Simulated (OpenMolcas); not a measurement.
## Cr2+: moving or changing the point charges

Cr2+ among 6 point charges of -2 e arranged as a tetragonal octahedron (D4h), 1.75 Å from the ion, with the axial distance 2.012 Å. The active orbitals were held to one l.
```
   1.7500    0.0000    0.0000  -2.00
   0.0000    1.7500    0.0000  -2.00
  -1.7500    0.0000    0.0000  -2.00
   0.0000   -1.7500    0.0000  -2.00
   0.0000    0.0000    2.0125  -2.00
   0.0000    0.0000   -2.0125  -2.00
```

| Property | Result |
| --- | --- |
| Program | OpenMolcas 26.06 |
| Method | CASSCF |
| Basis | ANO-RCC-VDZP [5s4p2d1f] |
| Scalar Hamiltonian | DKH2, point nucleus |
| Active space | 4 electrons in 5 orbitals (3d) |
| State averaging | 2S+1 = 5 even, 5 roots; 2S+1 = 3 even, 45 roots; 2S+1 = 1 even, 50 roots |
| Spin-orbit coupling | state interaction with AMFI integrals over the reference wave functions |

Runs around this geometry, states (labels of D4, the rotations of D4h). Energies in cm-1 above the lowest state or level, χT in cm3 K/mol.

```csv
R (Å),Axial / equatorial distance,Ground state,First state of that spin,First gap with spin-orbit (degeneracies),χT at 300 K,First state of another spin
1.75,1.06,5B1,5A1 3918,"7.4 (2, 2)",2.973,3E 10783
1.61,1.15,5B1,5A1 10374,"6.8 (2, 2)",2.983,3E 9578
1.75,1.15,5B1,5A1 8525,"6.9 (2, 2)",2.973,3E 13240
```

Taking the first state of the same spin as R^-n, n = -ln(8525 / 10374) / ln(1.75 / 1.61) = 2.4 between the shortest and longest distance.

Without dynamic correlation the repulsion within the d shell is too large (B by tens of per cent), so at a given field states of lower spin stand too high. This is an electrostatic model: the charges have no orbitals. No measured value stands beside these numbers.
